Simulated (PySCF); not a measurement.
H₃ClSiTe (SMILES [SiH3][Te]Cl), singlet, geometry from GFN2-xTB (core potentials on Te). Base run: HF/def2-SVP, polarisability run with PySCF.

Here is a job for PySCF.
```python
from pyscf import gto, scf
from pyscf.prop import polarizability

mol = gto.M(
    atom='''
Te   -0.023267   -0.083550    0.661818
Cl   -0.998738   -1.354383   -1.065243
Si    1.032289    1.552036   -0.912410
H     2.012848    0.910409   -1.781913
H     1.690752    2.497590   -0.021451
H     0.032794    2.232598   -1.728281
''',
    basis='def2-svp',
    ecp={'Te': 'def2-svp'},
    charge=0,
    spin=0,
    verbose=4,
)

mf = scf.RHF(mol)
mf.kernel()
alpha = mf.Polarizability().polarizability()[2, 2]
print('alpha_zz =', alpha)
```

**Question.** The base was run again with changes. Order these runs by alpha_zz (bohr³), lowest first: functional = camb3lyp | basis = def2-SVPD | basis = STO-3G | functional = pbe.

**Answer.** basis = STO-3G (alpha_zz (bohr³) 33.96), functional = camb3lyp (alpha_zz (bohr³) 68.21), functional = pbe (alpha_zz (bohr³) 70.15), basis = def2-SVPD (alpha_zz (bohr³) 81.65)

Finite-field rows take the second difference of the energy in a field along z; a small field with loose convergence shows SCF noise divided by the square of the field, and a large one adds hyperpolarisability.
